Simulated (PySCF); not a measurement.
O3S, charge -1, doublet, geometry from GFN2-xTB (a state made from the parent by changing its charge; the spin is typed, not shown lowest); PySCF with DF-SVWN5/def2-TZVP.

Input for PySCF:
```python
from pyscf import gto, scf, dft

mol = gto.Mole()
mol.atom = '''
    O    -0.69438500   -1.24941139   -0.21223180
    S    -0.00917055   -0.00457520    0.24346489
    O    -0.72815248    1.23702084   -0.16677856
    O     1.44087858    0.02154096   -0.10791941
'''
mol.basis = 'def2-tzvp'
mol.charge = -1
mol.spin = 1
mol.verbose = 4
mol.build()

mf = dft.UKS(mol)
mf.xc = 'lda,vwn'
mf.DIIS = scf.EDIIS
mf = mf.density_fit(auxbasis='def2-universal-jkfit')
mf.kernel()
mf.analyze()
```

The log (banner, timings and long lists left out):

```
PySCF version 2.14.0

[INPUT] verbose = 4
[INPUT] num. atoms = 4
[INPUT] num. electrons = 41
[INPUT] charge = -1
[INPUT] spin (= nelec alpha-beta = 2S) = 1
[INPUT] symmetry False subgroup None
[INPUT] Mole.unit = angstrom
[INPUT] Symbol           X                Y                Z      unit          X                Y                Z       unit  Magmom
[...]
nuclear repulsion = 177.025356521777
number of shells = 46
number of NR pGTOs = 201
number of NR cGTOs = 130
basis = def2-tzvp
ecp = {}

******** <class 'pyscf.df.df_jk.DFUKS'> ********
method = DFUKS
initial guess = minao
damping factor = 0
level_shift factor = 0
DIIS = <class 'pyscf.scf.diis.EDIIS'>
diis_start_cycle = 1
diis_space = 8
diis_damp = 0
SCF conv_tol = 1e-09
SCF conv_tol_grad = None
SCF max_cycles = 50
direct_scf = False
number electrons alpha = 21  beta = 20
XC library pyscf.dft.libxc version 7.1.2
    S. Lehtola, C. Steigemann, M. J. T. Oliveira, and M. A. L. Marques,  SoftwareX 7, 1–5 (2018)
XC functionals = lda,vwn
    P. A. M. Dirac,  Math. Proc. Cambridge Philos. Soc. 26, 376 (1930)
    F. Bloch,  Z. Phys. 57, 545 (1929)
    S. H. Vosko, L. Wilk, and M. Nusair,  Can. J. Phys. 58, 1200 (1980)
radial grids:
    Treutler-Ahlrichs [JCP 102, 346 (1995); DOI:10.1063/1.469408] (M4) radial grids

becke partition: Becke, JCP 88, 2547 (1988); DOI:10.1063/1.454033
pruning grids: <function nwchem_prune>
grids dens level: 3
symmetrized grids: False
atomic radii adjust function: <function treutler_atomic_radii_adjust>
small_rho_cutoff = 0
Set gradient conv threshold to 3.16228e-05
tot grids = 61128
init E= -621.812962629925

cycle= 1 E= -620.77873118112  delta_E= 1.03  |g|= 0.959  |ddm|= 1.77
cycle= 2 E= -619.01368911528  delta_E= 1.77  |g|= 2.34  |ddm|=  2.9
cycle= 3 E= -620.636097010212  delta_E= -1.62  |g|= 1.11  |ddm|=  2.9
cycle= 4 E= -620.744623252565  delta_E= -0.109  |g|=    1  |ddm|= 0.267
cycle= 5 E= -620.74462325206  delta_E= 5.05e-10  |g|=    1  |ddm|= 4.04e-10
cycle= 6 E= -620.744623253853  delta_E= -1.79e-09  |g|=    1  |ddm|= 1.43e-09
cycle= 7 E= -620.744623246571  delta_E= 7.28e-09  |g|=    1  |ddm|= 5.81e-09
cycle= 8 E= -620.744623247729  delta_E= -1.16e-09  |g|=    1  |ddm|= 9.25e-10
cycle= 9 E= -620.744623264476  delta_E= -1.67e-08  |g|=    1  |ddm|= 1.34e-08
cycle= 10 E= -620.744623249484  delta_E= 1.5e-08  |g|=    1  |ddm|= 1.2e-08
cycle= 11 E= -618.56064713795  delta_E= 2.18  |g|=  2.6  |ddm|= 2.75
cycle= 12 E= -620.537783652195  delta_E= -1.98  |g|= 1.23  |ddm|= 2.85
cycle= 13 E= -620.67048425011  delta_E= -0.133  |g|= 1.08  |ddm|= 0.168
cycle= 14 E= -620.6704842501  delta_E= 9.89e-12  |g|= 1.08  |ddm|= 7.47e-12
cycle= 15 E= -620.670484250211  delta_E= -1.11e-10  |g|= 1.08  |ddm|= 8.49e-11
cycle= 16 E= -620.670484247842  delta_E= 2.37e-09  |g|= 1.08  |ddm|= 1.79e-09
cycle= 17 E= -620.670484272281  delta_E= -2.44e-08  |g|= 1.08  |ddm|= 1.84e-08
cycle= 18 E= -620.670484248374  delta_E= 2.39e-08  |g|= 1.08  |ddm|= 1.8e-08
cycle= 19 E= -620.670484246784  delta_E= 1.59e-09  |g|= 1.08  |ddm|= 1.2e-09
cycle= 20 E= -617.943005735101  delta_E= 2.73  |g|= 2.92  |ddm|= 2.84
cycle= 21 E= -620.411999251823  delta_E= -2.47  |g|= 1.35  |ddm|= 2.96
cycle= 22 E= -620.574692608937  delta_E= -0.163  |g|= 1.18  |ddm|= 0.127
cycle= 23 E= -620.574692618128  delta_E= -9.19e-09  |g|= 1.18  |ddm|= 6.51e-09
cycle= 24 E= -620.574692657132  delta_E= -3.9e-08  |g|= 1.18  |ddm|= 2.76e-08
cycle= 25 E= -620.574692657124  delta_E= 8.07e-12  |g|= 1.18  |ddm|= 5.26e-12
cycle= 26 E= -620.574692668537  delta_E= -1.14e-08  |g|= 1.18  |ddm|= 8.09e-09
cycle= 27 E= -620.574692585613  delta_E= 8.29e-08  |g|= 1.18  |ddm|= 5.87e-08
cycle= 28 E= -620.574692609135  delta_E= -2.35e-08  |g|= 1.18  |ddm|= 1.67e-08
cycle= 29 E= -617.189564463295  delta_E= 3.39  |g|= 3.26  |ddm|=    3
cycle= 30 E= -620.268999795359  delta_E= -3.08  |g|= 1.48  |ddm|= 3.13
cycle= 31 E= -620.45928389684  delta_E= -0.19  |g|= 1.29  |ddm|= 0.111
[...]
SCF not converged.
Total Energy =                        -620.172571648278108
[...]
spin_pop of  1 S 3px      -0.00018
spin_pop of  1 S 3py      -0.00062
spin_pop of  1 S 3pz       0.40854
spin_pop of  1 S 4px       0.00000
spin_pop of  1 S 4py      -0.00001
spin_pop of  1 S 4pz       0.00870
spin_pop of  1 S 5px      -0.00002
spin_pop of  1 S 5py      -0.00002
spin_pop of  1 S 5pz       0.00050
spin_pop of  1 S 6px       0.00000
spin_pop of  1 S 6py       0.00000
spin_pop of  1 S 6pz       0.00028
spin_pop of  1 S 3dxy     -0.00018
spin_pop of  1 S 3dyz     -0.00019
spin_pop of  1 S 3dz^2     0.00528
spin_pop of  1 S 3dxz     -0.00017
spin_pop of  1 S 3dx2-y2   -0.00018
spin_pop of  1 S 4dxy      0.00001
spin_pop of  1 S 4dyz     -0.00002
spin_pop of  1 S 4dz^2    -0.00000
spin_pop of  1 S 4dxz     -0.00001
spin_pop of  1 S 4dx2-y2    0.00000
spin_pop of  1 S 4f-3     -0.00001
spin_pop of  1 S 4f-2     -0.00001
spin_pop of  1 S 4f-1     -0.00006
spin_pop of  1 S 4f+0      0.00019
spin_pop of  1 S 4f+1     -0.00005
spin_pop of  1 S 4f+2     -0.00002
spin_pop of  1 S 4f+3      0.00013
spin_pop of  2 O 1s       -0.00000
spin_pop of  2 O 2s        0.00532
spin_pop of  2 O 3s        0.00204
spin_pop of  2 O 4s        0.00123
spin_pop of  2 O 5s        0.00001
spin_pop of  2 O 2px       0.00382
spin_pop of  2 O 2py       0.01160
spin_pop of  2 O 2pz       0.04443
spin_pop of  2 O 3px      -0.00002
spin_pop of  2 O 3py       0.00005
spin_pop of  2 O 3pz       0.00115
spin_pop of  2 O 4px       0.00001
spin_pop of  2 O 4py       0.00003
spin_pop of  2 O 4pz       0.00009
spin_pop of  2 O 3dxy      0.00002
spin_pop of  2 O 3dyz     -0.00000
spin_pop of  2 O 3dz^2     0.00016
spin_pop of  2 O 3dxz      0.00000
spin_pop of  2 O 3dx2-y2    0.00001
spin_pop of  2 O 4dxy      0.00002
spin_pop of  2 O 4dyz      0.00002
spin_pop of  2 O 4dz^2     0.00001
spin_pop of  2 O 4dxz      0.00001
spin_pop of  2 O 4dx2-y2    0.00001
spin_pop of  2 O 4f-3     -0.00001
spin_pop of  2 O 4f-2      0.00003
spin_pop of  2 O 4f-1      0.00001
spin_pop of  2 O 4f+0      0.00003
spin_pop of  2 O 4f+1      0.00000
spin_pop of  2 O 4f+2      0.00001
spin_pop of  2 O 4f+3      0.00001
spin_pop of  3 O 1s       -0.00000
spin_pop of  3 O 2s        0.00532
spin_pop of  3 O 3s        0.00204
spin_pop of  3 O 4s        0.00123
spin_pop of  3 O 5s        0.00001
spin_pop of  3 O 2px       0.01601
spin_pop of  3 O 2py       0.00136
spin_pop of  3 O 2pz       0.04248
spin_pop of  3 O 3px       0.00009
spin_pop of  3 O 3py      -0.00004
spin_pop of  3 O 3pz       0.00113
spin_pop of  3 O 4px       0.00003
spin_pop of  3 O 4py       0.00001
spin_pop of  3 O 4pz       0.00008
spin_pop of  3 O 3dxy      0.00001
spin_pop of  3 O 3dyz      0.00000
spin_pop of  3 O 3dz^2     0.00016
spin_pop of  3 O 3dxz      0.00000
spin_pop of  3 O 3dx2-y2    0.00002
spin_pop of  3 O 4dxy     -0.00000
spin_pop of  3 O 4dyz     -0.00000
spin_pop of  3 O 4dz^2     0.00002
spin_pop of  3 O 4dxz      0.00002
spin_pop of  3 O 4dx2-y2    0.00002
spin_pop of  3 O 4f-3     -0.00001
spin_pop of  3 O 4f-2      0.00000
spin_pop of  3 O 4f-1      0.00000
spin_pop of  3 O 4f+0      0.00003
spin_pop of  3 O 4f+1      0.00001
spin_pop of  3 O 4f+2      0.00003
spin_pop of  3 O 4f+3      0.00001
 ** Mulliken Spin Density (per atom)  **
spin density of  0 O =      0.07009
spin density of  1 S =      0.78973
spin density of  2 O =      0.07009
spin density of  3 O =      0.07009
 ** Mulliken pop alpha/beta on meta-lowdin orthogonal AOs **
 ** Mulliken pop       alpha | beta **
In total            21.00000 | 20.00000
 ** Mulliken atomic charges   ( Nelec_alpha | Nelec_beta ) **
charge of  0O =     -1.32073  (     4.69541      4.62532 )
charge of  1S =      2.96219  (     6.91377      6.12404 )
charge of  2O =     -1.32073  (     4.69541      4.62532 )
charge of  3O =     -1.32073  (     4.69541      4.62532 )

WARN: System has nonzero charge -1; the dipole moment is origin-dependent.
Location of origin: [0. 0. 0.]

Dipole moment(X, Y, Z, Debye): -0.22434, -0.11192,  5.95597
```

The run did not converge; its last values are not results.
